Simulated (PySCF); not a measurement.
(1Z)-1-fluoro-2-methylbuta-1,3-diene (C5H7F), SMILES C=C/C(C)=C\F. Geometry: B3LYP-D3(BJ)/def2-SVP. Other conformers were not sampled.

Calculation: B3LYP-D3(BJ)/def2-SVP run with PySCF.

Harmonic wavenumbers (cm⁻¹): 155, 214, 216, 302, 313, 403, 472, 629, 730, 808, 844, 929, 994, 1039, 1053, 1054, 1177, 1279, 1314, 1368, 1406, 1441, 1450, 1473, 1681, 1735, 3026, 3093, 3125, 3148, 3177, 3199, 3241. Rotational constants (GHz): 5.447, 2.644, 1.800; symmetry number 1.

Question: Work out the zero-point energy and the ideal-gas rigid-rotor harmonic-oscillator thermochemistry at 298.15 K and 1 atm.

Answer: ZPE = ½ Σ hcν = ½ × 46488 cm⁻¹ = 278.06 kJ/mol. H − E(el) = 297.77 kJ/mol. Entropy in J/(mol K): translation 164.31, rotation 112.63, vibration 53.29, total 330.23. G − E(el) = 199.31 kJ/mol. Cp = 106.46 J/(mol K).
